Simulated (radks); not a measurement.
Problem. The mean radii <r> (bohr) of the occupied orbitals of an atom or ion are listed with their occupations. Calculated with a radial shooting solver on a logarithmic mesh with Libxc functionals: scalar-relativistic Kohn-Sham, LDA (Slater exchange, Perdew-Wang correlation), spin-polarised, spherical densities, point nucleus.

| orbital | occ. | <r> |
|---|---|---|
| 1s up | 1 | 0.01715 |
| 1s down | 1 | 0.01715 |
| 2s up | 1 | 0.07239 |
| 2s down | 1 | 0.07239 |
| 2p up | 3 | 0.06525 |
| 2p down | 3 | 0.06525 |
| 3s up | 1 | 0.1873 |
| 3s down | 1 | 0.1872 |
| 3p up | 3 | 0.1883 |
| 3p down | 3 | 0.1883 |
| 3d up | 5 | 0.1705 |
| 3d down | 5 | 0.1705 |
| 4s up | 1 | 0.4144 |
| 4s down | 1 | 0.4145 |
| 4p up | 3 | 0.4408 |
| 4p down | 3 | 0.4409 |
| 4d up | 5 | 0.4658 |
| 4d down | 5 | 0.4660 |
| 5s up | 1 | 0.9390 |
| 5s down | 1 | 0.9400 |
| 4f up | 7 | 0.5053 |
| 4f down | 6 | 0.5062 |
| 5p up | 3 | 1.085 |
| 5p down | 3 | 1.085 |
| 5d up | 5 | 1.634 |
| 5d down | 5 | 1.625 |
| 6s up | 1 | 2.866 |

Name the element and its charge. Open shells, if any, are filled with parallel spins first.

Solution. Z = 78, platinum, charge 0: Pt in [Xe] 4f13 5d10 6s1. The 1s radius gives Z: for a bare nucleus <r> = (2 gamma + 1)/(2Z) with gamma = sqrt(1 - (Z/c)^2), 0.01695 bohr for Z = 78, and screening makes it slightly larger (0.01715 here). The occupations add up to 78, and the charge is Z minus that.
